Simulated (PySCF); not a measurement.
CAuO, SMILES O=[C+][Au], charge +1, multiplicity 1.

Geometry: B3LYP-D3(BJ)/def2-TZVP. The spin state was assumed, not searched. The def2 effective core potentials stand for the cores of Au; spin–orbit coupling is left out.

Two levels are set side by side: TDA-PBE/def2-TZVPD (PySCF) and TDA-ωB97X/def2-TZVPD (PySCF). Vertical, same geometry. The lowest singlet is HOMO→LUMO 99 % with PBE and HOMO→LUMO 98 % with the other functional; states are paired by order. Differences are taken from unrounded values.

```json
[
 {"quantity": "lowest singlet excitation (eV)", "TDA-PBE": "4.11"},
 {"quantity": "lowest triplet excitation (TDA) (eV)", "TDA-PBE": "3.11"}
]
```

Task: These are the TDA-PBE values. What does TDA-ωB97X give? (Estimate from the structure and the level; the computed values follow.)

Result: 
| quantity | TDA-ωB97X | TDA-PBE minus TDA-ωB97X |
|---|---|---|
| lowest singlet excitation (eV) | 4.37 | -0.26 |
| lowest triplet excitation (TDA) (eV) | 3.50 | -0.40 |

A lower first singlet is the usual sign of a functional without exact exchange. Differences between two approximate levels are no errors against the true value.

Rough cost on one machine, each run with all the roots and properties that it gave: TDA-ωB97X against TDA-PBE about 3 times.
